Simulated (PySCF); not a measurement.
## Computed vibrations of [Lu(CH3)2]+

[Lu(CH3)2]+ (singlet in the valence; each metal's 4f electrons, 14 of them, lie in its core potential, out of spins and levels). PySCF 2.14.0, RKS PBE0, Lu lcecp-1-SVP with ECP60, C def2-SVP, H def2-SVP; non-relativistic Hamiltonian with scalar-relativistic core potentials where named; density fitting; no spin-orbit coupling. Central differences of gradients.

```xyz
9

Lu    0.0000    0.0000   -0.2157
C     1.7084   -0.0170    1.1993
H     2.6874    0.2079    0.7372
H     1.5321    0.7232    2.0024
H     1.7946   -1.0014    1.6983
C    -1.7084    0.0170    1.1993
H    -2.6874   -0.2079    0.7372
H    -1.5321   -0.7232    2.0024
H    -1.7946    1.0014    1.6983
```

Run from Python with OMP_NUM_THREADS=2. Where DIIS fails, smearing, a level shift and second-order steps follow.
It took 91 s on 2 threads of Arm Neoverse V1 (shared host).

Problem. What are the harmonic wavenumbers and infrared intensities?

Solution. Modes are labelled in C2; negative numbers are unstable modes, those under 60 cm⁻¹ near the noise; a finer grid moves soft modes by up to 10 cm⁻¹.
```
cm⁻¹  km/mol  symmetry
  53     0.0         a
  66     1.3         b
 137     0.0         a
 400     0.0         a
 408    12.0         b
 433    68.5         b
 486    81.8         b
 487     1.8         a
 524    19.3         a
1157     1.2         b
1161     2.2         a
1371     2.5         a
1376    12.9         b
1380    13.0         b
1387    14.8         a
3011     9.4         b
3014     5.7         a
3114     0.0         a
3115     0.8         b
3125     0.1         a
3126     0.7         b
```

Problem. Is this a minimum?

Solution. Yes, within the noise of the softest modes. Ideal gas at 298.15 K and 1 bar: S = 345.1 J/(mol K), Cp = 95.5 J/(mol K), H − H(0 K) = 20.2 kJ/mol (rigid rotor, harmonic modes, spin degeneracy alone, that of the 4f electrons in the core included; the modes under 60 cm⁻¹ make these uncertain).

An lcecp potential fixes the number of 4f electrons, so in runs with it no electron can move into or out of that shell.
